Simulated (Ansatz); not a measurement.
`N[SiH](N)O` + `N[SiH2]O[SiH2][SiH3]` → `N[SiH2]O[SiH](N)O` + `N[SiH2][SiH3]`  (redistribution)

Calculated with Ansatz (gas phase, PBE0-D4/def2-TZVP geometries, no zero-point term in ΔE). CCSD(T)/CBS is the MP2 limit (def2-TZVPP, def2-QZVPP) plus CCSD(T) − MP2 in def2-TZVPP, frozen cores. This one scheme is used for every species. DFT in def2-TZVPP. B3LYP here is the variant with VWN-RPA as its local correlation; programs differ in this. One conformer a species, not always the lowest.

```
             level  ΔE (kcal/mol)  difference from CCSD(T)/CBS
            PBE-D4           -1.1                         -0.2
         r2SCAN-D4           -1.2                         -0.3
           PBE0-D4           -1.1                         -0.2
          B3LYP-D4           -0.5                          0.4
           ωB97X-V           -1.0                         -0.1
           ωB97M-V           -1.1                         -0.2
            B2PLYP           -0.7                          0.2
               PBE           -1.0                         -0.1
             B3LYP           -0.4                          0.5
     HF/def2-TZVPP            0.0                          0.9
    MP2/def2-TZVPP           -1.1                         -0.2
SCS-MP2/def2-TZVPP           -0.9                          0.0
   CCSD/def2-TZVPP           -1.1                         -0.2
CCSD(T)/def2-TZVPP           -1.3                         -0.4
     HF/def2-QZVPP            0.1                          1.0
     MP2/CBS(def2)           -0.7                          0.2
       CCSD(T)/CBS           -0.9                            0
```

Largest T1 diagnostic among the species: 0.012.

In def2-TZVPP, CCSD(T) changes the Hartree–Fock value by −1.3 kcal/mol (the triples alone add −0.2 kcal/mol) and MP2 by −1.1 kcal/mol.
